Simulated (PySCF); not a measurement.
Species: nitrosyl bromide, BrNO.
Cartesian coordinates in Å at the PBE0-D3(BJ)/def2-SVP level; atoms count from 1:
```
atom  x, y, z in Å
O1    -1.186   -0.308   -0.153
N2    -0.409    0.489    0.039
Br3    1.604   -0.213    0.095
```

The calculation used TDDFT wB97X-D/def2-SVPD, vertical, gas phase, core orbitals frozen in the response (PySCF 2.14.0, density-fitted response routines). Relativistic effects, spin–orbit coupling among them, are left out although an element past zinc is present.

Ground-to-excited transition dipoles (e·a0, same axes as the geometry; the sign carries no meaning), for the states with f of 0.002 or more among the lowest 10:

```
state  E (hartree)      μx      μy      μz
   S6       0.2214   1.862  -0.399   0.092
   S7       0.3063  -0.035   0.792   0.123
   S8       0.3152  -0.068  -0.143   0.923
   S9       0.3155  -0.777  -0.237  -0.091
  S10       0.3313   0.011   0.020  -0.126
```

Question: What oscillator strength does each state have?

Answer: f = (2/3) ΔE |μ|² with ΔE in hartree (27.2114 eV).

```tsv
state	|μ|² (au)	|μ| (D)	f
S6	3.634	4.85	0.536
S7	0.644	2.04	0.131
S8	0.877	2.38	0.184
S9	0.669	2.08	0.141
S10	0.016	0.33	0.004
```

Question: Label these states by symmetry in Cs.

Answer: The ground state is totally symmetric, so the direction of μ fixes the label. Polarised normal to the mirror plane, so A″: S8 and S10. Polarised in the mirror plane, so A′: S6, S7 and S9.

Question: What angle do the transition dipoles of S7 and S8 make?

Answer: |cos θ| = |μa·μb| / (|μa| |μb|) = 0.00, so θ ≈ 90° (taken between 0 and 90°, since the signs are arbitrary).

Question: What peak molar absorption coefficient would the strongest computed level give as a lone Gaussian band 0.4 eV wide at half height?

Answer: ε(max) = 2.175×10⁸ f / FWHM, with the width in cm⁻¹. S6: 2.175×10⁸ × 0.5364 / 3226 ≈ 36000 L mol⁻¹ cm⁻¹.

The vertical ionisation energy (ΔSCF) is 10.74 eV, 1.73 eV above S10.

Time: 16 s of wall time; peak memory 0.37 GiB. Hardware: one thread of an Arm Neoverse V1, no GPU, shared host with 32 logical CPUs at a one-minute load of 11.
